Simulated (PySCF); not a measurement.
CH6ClFSi2, SMILES C[Si@@](F)([SiH3])Cl. Geometry optimised at PBE-D3(BJ)/def2-SVP. The structure was generated by enumeration; whether it is a known compound was not checked.

Method: PBE-D3(BJ)/def2-SVP in PySCF.

Harmonic wavenumbers (cm⁻¹): 102, 105, 125, 149, 188, 226, 236, 402, 484, 490, 541, 704, 758, 765, 835, 873, 897, 902, 1216, 1372, 1373, 2154, 2168, 2180, 2978, 3084, 3087. Rotational constants (GHz): 2.430, 1.709, 1.422; symmetry number 1.

Q: Work out the zero-point energy and the ideal-gas rigid-rotor harmonic-oscillator thermochemistry at 298.15 K and 1 atm.

A: ZPE = ½ Σ hcν = ½ × 28392 cm⁻¹ = 40.59 kcal/mol. H − E(el) = 46.68 kcal/mol. Entropy in cal/(mol K): translation 40.47, rotation 28.39, vibration 22.86, total 91.72. G − E(el) = 19.33 kcal/mol. Cp = 31.14 cal/(mol K). Modes under 150 cm⁻¹ make the vibrational entropy uncertain.
